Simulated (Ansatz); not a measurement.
`[CH3][Al]([SiH3])[BH]O` + `OCO` → `OBOCO` + `[CH3][AlH][SiH3]`  (cleavage of the B–Al bond)

Program: Ansatz. Geometries: PBE0-D4/def2-TZVP. ΔE: electronic, gas phase. CCSD(T)/CBS adds triple-zeta CCSD(T) − MP2 to the extrapolated MP2 energy (def2 sets, frozen cores). This one scheme is used for every species. Functionals use def2-TZVPP. One conformer a species, not always the lowest.

CCSD(T)/CBS gives -40.1 kcal/mol.

(1) Another level gave -41.6 kcal/mol. Which?
A. HF/def2-TZVPP
B. PBE-D4/def2-TZVPP
C. PBE0/def2-TZVPP
D. ωB97M-V/def2-TZVPP

Largest T1 diagnostic among the species: 0.014.

Results:

(1) D. ωB97M-V -41.6, HF/def2-TZVPP -46.5, PBE0 -39.2, PBE-D4 -37.3 kcal/mol.

From PBE to PBE0 (25 % exact exchange), in def2-TZVPP and without D4, ΔE moves by −1.7 kcal/mol. In def2-TZVPP, CCSD(T) changes the Hartree–Fock value by +5.9 kcal/mol (the triples alone add +0.7 kcal/mol) and MP2 by +4.2 kcal/mol.
